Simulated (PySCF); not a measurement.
Isomers C7H10NP:

A. `CN(C)c1ccpcc1`
B. `C=CP1(=N)C=CCC=C1`
C. `CC(C)c1cnccp1`
D. SMILES CC(C)c1ncccp1
E. SMILES C#C[P@]1(=N)C[C@H](C=C)C1

Spectrum 1. ¹H NMR (300 MHz, computed): δ 6.84 (m, 1H), 5.22 (m, 1H), 5.18 (m, 1H), 2.92 (m, 2H), 2.67 (m, 2H), 2.55 (m, 1H), 2.22 (m, 1H), 1.82 (br s, 1H). ¹³C{¹H} NMR (computed): δ 153.2 (CH), 118.4 (CH2), 94.3 (CH), 87.2 (C), 55.8 (CH2), 31.1 (CH).

Spectrum 2. ¹H NMR (300 MHz, computed): δ 9.63 (m, 1H), 9.09 (m, 1H), 7.57 (m, 1H), 3.50 (m, 1H), 1.47 (d, 6H). ¹³C{¹H} NMR (computed): δ 216.4 (C), 178.2 (CH), 151.9 (CH), 126.9 (CH), 46.5 (CH), 26.4 (CH3).

Spectrum 3. ¹H NMR (300 MHz, computed): δ 9.03 (m, 2H), 7.29 (m, 2H), 3.18 (s, 6H). ¹³C{¹H} NMR (computed): δ 165.5 (CH), 152.0 (C), 121.8 (CH), 41.8 (CH3).

Spectrum 4. ¹H NMR (300 MHz, computed): δ 9.44 (m, 1H), 9.30 (m, 1H), 8.81 (m, 1H), 3.24 (m, 1H), 1.45 (d, 6H). ¹³C{¹H} NMR (computed): δ 184.2 (C), 157.7 (CH), 155.1 (CH), 155.0 (CH), 41.7 (CH), 27.7 (CH3).

Spectrum 5. ¹H NMR (300 MHz, computed): δ 6.85 (m, 1H), 6.75 (m, 2H), 6.53 (m, 1H), 6.24 (m, 2H), 5.80 (m, 1H), 2.99 (m, 1H), 2.94 (m, 1H), 1.00 (br s, 1H). ¹³C{¹H} NMR (computed): δ 151.2 (CH), 145.6 (CH), 141.0 (CH2), 138.3 (CH), 34.4 (CH2).

[PySCF 2.14: GFN2-xTB geometry; PBE0/pcSseg-1 with gauge-including orbitals; single conformer; no relativistic terms; no solvent model; rapidly exchanging positions averaged]

Shifts are taken against calculated references (same method and geometry level): TMS for ¹H, ¹³C. Splittings of carbon signals by F and P are missing where no couplings were computed. Where no couplings were computed, multiplicities follow the n + 1 count of equivalent neighbours, and m marks all less simple cases (inequivalent or close neighbours, rings, F or P nearby). Shifts are as computed. Against solution values, carbons near 30 ppm lie about +3 ppm off and those near 130 ppm about +5 ppm. Of 1211 compounds with measured shifts, 218 miss one by over three times the rms of a fit or turn the order of signals round; such compounds aren't used in these exercises. OH and NH positions are gas-phase values without hydrogen bonding to other molecules.

Which spectrum belongs to which compound?

Answers

1–E, 2–D, 3–A, 4–C, 5–B.

- Spectrum 1 (E): 6 ¹³C signals; δC 153.2 is an alkene CH; δC 118.4 is a terminal =CH2 carbon.
- Spectrum 2 (D): 6 ¹³C signals; δC 151.9 is an aromatic CH next to a ring nitrogen; δC 126.9 is an aromatic CH.
- Spectrum 3 (A): 4 ¹³C signals; δC 152.0 is an aromatic carbon bearing nitrogen; δC 41.8 is a methyl carbon bonded to N.
- Spectrum 4 (C): 6 ¹³C signals; δC 155.1 is an aromatic CH next to a ring nitrogen; δC 155.0 is an aromatic CH next to a ring nitrogen.
- Spectrum 5 (B): 5 ¹³C signals; δC 151.2 is an alkene CH; δC 145.6 is an alkene CH.
